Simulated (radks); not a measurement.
Spin polarisation of the 3s1 shell in the magnesium ion Mg+. Start: [Ne] 3s(up 0.5, down 0.5); electrons of 3s are moved from spin down to spin up, other shells keep equal spins. Calculated with a radial shooting solver on a logarithmic mesh with Libxc functionals: scalar-relativistic Kohn-Sham, PBE, spin-polarised, spherical densities, point nucleus.

moment (Bohr magnetons)	E - E(0) (eV)	e(3s up) (eV)	e(3s down) (eV)	2p down minus up (eV)	2s down minus up (eV)	1s down minus up (eV)
0	0.000	-11.378	-11.378	0.000	0.000	0.000
0.25	-0.021	-11.537	-11.206	0.041	0.038	0.018
0.5	-0.082	-11.682	-11.026	0.083	0.077	0.036
0.75	-0.184	-11.809	-10.843	0.126	0.117	0.055

At moment 0.75 the spin-polarisation energy is -0.184 eV and the 3s exchange splitting 0.966 eV, that is 1.288 eV per Bohr magneton; E = -I m^2/4 would give I = 1.307 eV.
